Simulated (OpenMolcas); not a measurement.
# Ni2+ in KMgF3: curves along the breathing mode

Ni2+ with its 6 nearest fluoride ions, on the Mg site of KMgF3 (a = 3.973 Å, distance in the model lattice 1.986 Å). The rest of the host is ab initio model potentials to 7.6 Å, with orthogonalisation functions on the cations behind the ligands, and point charges beyond; the distance is set by hand and nothing relaxes. Ligand basis ANO-RCC-VDZP.

```
Program             : OpenMolcas 26.06
Method              : SS-CASPT2, IPEA 0.25 Eh, imaginary shift 0.1 Eh (closed shells correlated: 3s 3p and the ligand valence shells)
Basis               : ANO-RCC-VDZP [5s4p2d1f]
Scalar Hamiltonian  : DKH2, point nucleus
Active space        : 8 electrons in 5 orbitals (3d)
State averaging     : 2S+1 = 3 even, 10 roots; 2S+1 = 1 even, 15 roots
Spin-orbit coupling : state interaction with AMFI integrals over the reference wave functions
```

Spin-free energies (labels of O, the rotations of Oh) in cm-1 above the lowest fitted minimum, as all ligands move together:

| R (Å) | 3A2 | 3T2 | 3T1 | 1E | 1T2 | 1A1 | 1T1 |
| --- | --- | --- | --- | --- | --- | --- | --- |
| 1.864 | 3270 | 16200 | 23190 | 18260 | 30530 | 30120 | 37500 |
| 1.907 | 550 | 12040 | 18520 | 15490 | 26270 | 27040 | 33480 |
| 1.951 | 90 | 10360 | 16290 | 14940 | 24320 | 26210 | 31870 |
| 1.995 | 1760 | 10920 | 16260 | 16520 | 24840 | 27520 | 32530 |
| 2.039 | 5460 | 13660 | 18490 | 20110 | 27290 | 30860 | 35350 |
| 2.083 | 11110 | 18470 | 22810 | 25610 | 32080 | 36170 | 40220 |
| 2.127 | 18750 | 25350 | 29400 | 33100 | 38850 | 43500 | 47180 |

Cubic fits give the following; the wavenumber is harmonic, with the mass of all moving ligands, small differences in it between states hang on the degree of the fit, a number in brackets counts states of one label, and the table is a selection of at most 14 states with clean curves.

```
 State  R0 (Å)  Breathing mode (cm-1)  Minimum (cm-1)
   3A2   1.939                    577               0
   3T2   1.962                    592           10260
   3T1   1.973                    590           15960
    1E   1.941                    574           14880
   1T2   1.965                    591           24230
   1A1   1.947                    576           26190
   1T1   1.960                    590           31810
 1E(2)   1.981                    603           38720
1T2(2)   1.980                    604           39080
1A1(2)   1.974                    603           63090
```

The minimum of 3T2 is shifted by +0.0230 Å against 3A2 (from the unrounded fits). With M = 114.0 u for the moving shell, the Huang-Rhys factor in this mode is S = M ω ΔR² / 2ħ = 0.01483 × 114.0 × 577 × 0.0230² = 0.52. Only the first shell moves, against a rigid host.

Roots that are degenerate in the reference are averaged as groups; the widest CASPT2 spread within a group is 410 cm-1 (the 3-fold group of multiplicity 3 near 27300 cm-1 above the lowest state of its run, R = 1.995). Shifts and gaps below about the spread of the groups concerned are not significant. Over all roots computed the reference weight is 0.73 to 0.74 in R = 1.864, 0.73 to 0.74 in R = 1.907, 0.73 to 0.74 in R = 1.951, 0.73 to 0.74 in R = 1.995, 0.73 to 0.74 in R = 2.039, 0.73 to 0.74 in R = 2.083, 0.73 to 0.74 in R = 2.127; a low but even weight reflects the number of correlated electrons. A single d shell leaves out the double-shell effect, which counts most for late 3d ions, where the CASPT2 field can be off either way by tens of per cent. Ligand-to-metal charge-transfer states are missing. For late 3d ions with one d shell CASPT2 can put B and the spin-flip bands somewhat low as well as high. With one d shell and no ligand orbital active, 10Dq can be off by tens of per cent for divalent 3d ions, low with halides held by bare charges and at times high in hosts, and the orbital part of g and χT goes as 1/10Dq. Free-ion shares, where given, are those of the reference states; single-state CASPT2 does not remix them. These CASPT2 states fit no ligand-field parameters well, so their order and spin gaps are uncertain (holds for R = 1.907; R = 1.951; R = 1.995; R = 2.039; R = 2.083; R = 2.127). No measured value stands beside these numbers.
